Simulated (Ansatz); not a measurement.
Reaction (germylene formation by 1,1-elimination): `[OH][GeH]([Cl])[Br]` → `ClBr` + `[OH][GeH]`

Isolated molecules relaxed with PBE0-D4/def2-TZVP in Ansatz; ΔE leaves out vibrations. CBS: MP2 limit from def2 TZ/QZ plus the TZ coupled-cluster correction, frozen cores. Functionals use def2-TZVPP. For Br, Ge outer-core shells are correlated without core-valence functions, which leaves a few kJ/mol of doubt a bond. Scalar relativity is left out up to krypton. One conformer a species, not always the lowest.

```json
{"level": "B2PLYP", "ΔE (eV)": "4.06"}
{"level": "HF/def2-QZVPP", "ΔE (eV)": "4.26"}
```

(1) What does CCSD(T)/CBS give? (Estimate.)

(2) What do rigid-rotor, harmonic-oscillator terms from PBE0-D4/def2-TZVP frequencies (298.15 K, 1 bar) make of the CCSD(T)/CBS value? (An estimate is asked.)

Largest T1 diagnostic among the species: 0.016.

Results:

(1) The calculation gave: +4.14 eV. The listed levels differ from it by -0.08, 0.12 eV.

(2) Computed: ΔZPE = -0.09 eV, ΔH = +4.07 eV, ΔS = 146 J/(mol·K), ΔG = +3.62 eV.

From r2SCAN to r2SCAN0 (25 % exact exchange), in def2-TZVPP and without D4, ΔE moves by +0.14 eV. The D4 term adds +0.15 eV with B3LYP and +0.08 eV with PBE0; it sums over pairs of atoms, weighted by their polarisabilities, and B3LYP, whose exchange is more repulsive, gets the larger term. Leaving LDA and LC-ωPBE aside and taking each functional with its dispersion term where it has one, the values, not all of them listed here, spread over 0.90 eV, from BLYP-D4 to PBE-QIDH. LDA lies +0.43 eV from PBE without D4.

CCSD(T)/CBS has its own doubt, a few kJ/mol and more with outer-core shells, so smaller differences from it don't rank the levels.

B3LYP here is the variant with VWN-RPA as its local correlation; programs differ in this.
